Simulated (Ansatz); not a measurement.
A nudged elastic band was laid between two geometries of FGe₂H₃O (7 atoms, charge 0, multiplicity 1).

Theory: Ansatz 0.2.0, RKS B3LYP-D4/def2-SVP.

| Property | Result |
| --- | --- |
| movable images | 5 |
| climbing image | yes |
| spring | 5.0 eV/Å² |
| optimiser | quadratic models (default) |
| start path | through a guess of the saddle point |
| force threshold | 0.05 eV/Å |
| iteration limit | 60 |
| end points | relaxed |

Image 0:

```xyz
7
Properties=species:S:1:pos:R:3
F -2.364 -0.511 -0.510
Ge -0.757 0.091 -0.846
O 0.509 -1.115 -0.326
Ge 0.797 0.258 0.892
H -0.753 0.431 -2.346
H 0.444 -0.131 2.339
H 2.186 0.908 0.750
```

Image 6:

```xyz
7
Properties=species:S:1:pos:R:3
F -2.504 -0.492 -0.048
Ge -1.462 0.699 -0.838
O 0.147 -0.585 -0.823
Ge 0.469 0.475 0.841
H 0.807 -0.515 -1.529
H 0.717 -0.691 1.840
H 1.888 1.042 0.510
```

Task: What changes between the two ends?

Result: Bonds broken: Ge2–H5. Bonds formed: O3–H5.

Task: What energy profile does the band end with?

Result: It converged. The highest image is number 3 of 0 to 6, 34.6 kcal/mol above the first end and 53.5 kcal/mol above the last; the last end lies 18.9 kcal/mol below the first. Neighbouring images differ by up to 1.4 eV, so the band resolves the path poorly. A vibrational analysis at the climbing image gives one clearly imaginary mode, 1224i cm⁻¹: a first-order saddle point. The orbitals stay closed-shell, which can raise the energy where a bond breaks towards radicals; this wasn't checked here.

| image | path coordinate (Å) | energy (kcal/mol) | Ge2–H5 (Å) | O3–H5 (Å) |
| --- | --- | --- | --- | --- |
| 0 | 0.00 | 0.0 | 1.54 | 2.84 |
| 1 | 0.54 | 4.7 | 1.52 | 2.53 |
| 2 | 1.07 | 21.3 | 1.53 | 2.08 |
| 3 | 1.61 | 34.6 | 1.62 | 1.55 |
| 4 | 2.13 | 2.1 | 2.00 | 1.01 |
| 5 | 2.66 | -12.0 | 2.36 | 0.97 |
| 6 | 3.19 | -18.9 | 2.66 | 0.97 |

Task: What is the geometry of the highest image?

Result: 
```xyz
7
Properties=species:S:1:pos:R:3
F -2.470 -0.324 -0.255
Ge -1.084 0.589 -0.843
O 0.678 -0.895 -0.653
Ge 0.774 0.205 0.728
H -0.178 -0.332 -1.817
H 0.344 -0.442 2.050
H 1.998 1.131 0.744
```

The run took 2.8 min on 2 threads of Arm Neoverse V1, on a shared host, peak memory 0.27 GiB.
